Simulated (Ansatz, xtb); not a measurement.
**ClGeH4OSi: which of two isomers lies lower**

Structure X: `O[Si@H](Cl)[GeH2]`, a doublet. Structure Y: `Cl[SiH2][O][GeH2]`, a doublet. Both are isolated molecules in the gas phase, relaxed with BLYP-D3(BJ)/def2-SVP; each stands in its lowest conformer found.

Quicker runs give these differences E(Y) − E(X): GFN2-xTB −85.9 kJ/mol; HF/STO-3G +20.1 kJ/mol (at GFN2-xTB geometries); r2SCAN-D4/def2-SVP −13.7 kJ/mol (at GFN2-xTB geometries).

Which of the two would you expect CCSD(T)/def2-SVP + ΔMP2/def2-TZVPP electronic energies to favour?

Structure Y; the calculation gives E(Y) − E(X) = −20.3 kJ/mol.

How the difference moves with the method:

| level | geometry | E(Y) − E(X) (kJ/mol) | departure from the last row (kJ/mol) | job, with rough time for the two |
| --- | --- | --- | --- | --- |
| GFN2-xTB | GFN2-xTB | −85.9 | −65.5 | optimisation, 0.22 s |
| HF/STO-3G | GFN2-xTB | +20.1 | +40.5 | single point, 0.7 s |
| r2SCAN-D4/def2-SVP | GFN2-xTB | −13.7 | +6.7 | single point, 4.1 s |
| BLYP-D3(BJ)/def2-SVP | BLYP-D3(BJ)/def2-SVP | −32.5 | −12.1 | optimisation, 58 s |
| HF/def2-SVP | BLYP-D3(BJ)/def2-SVP | −38.2 | −17.9 | part of the CCSD(T) run |
| MP2/def2-SVP | BLYP-D3(BJ)/def2-SVP | −31.5 | −11.2 | part of the CCSD(T) run |
| CCSD(T)/def2-SVP | BLYP-D3(BJ)/def2-SVP | −29.2 | −8.9 | single point |
| CCSD(T)/def2-SVP + ΔMP2/def2-TZVPP | BLYP-D3(BJ)/def2-SVP | −20.3 |  | single point, 38 s |

As drawn, Y has 1 Ge–O, 1 Si–H in place of 1 Ge–Si, 1 O–H.

HF/STO-3G puts the two in the other order. The largest departure from CCSD(T)/def2-SVP + ΔMP2/def2-TZVPP is that of GFN2-xTB, 65.5 kJ/mol. The last row adds to CCSD(T) the change of the MP2 difference between the two basis sets, here +8.9 kJ/mol.

With harmonic frequencies from BLYP-D3(BJ)/def2-SVP (ideal gas, rigid rotor, one conformer each, 298.15 K, 1 atm): on the last row, ΔE + ΔZPE = −23.2 kJ/mol. A mode under 50 cm⁻¹ makes harmonic enthalpies and free energies unreliable, so none is given.

Open shells are spin-unrestricted. The correlated steps freeze 20 core orbitals; the filled d shell of Ge is correlated, in a basis made for valence electrons. Codes used: Ansatz 0.2.0, xtb 6.7.1; the last row on 2 threads of Intel(R) Xeon(R) 6975P-C (Granite Rapids) on a shared host.
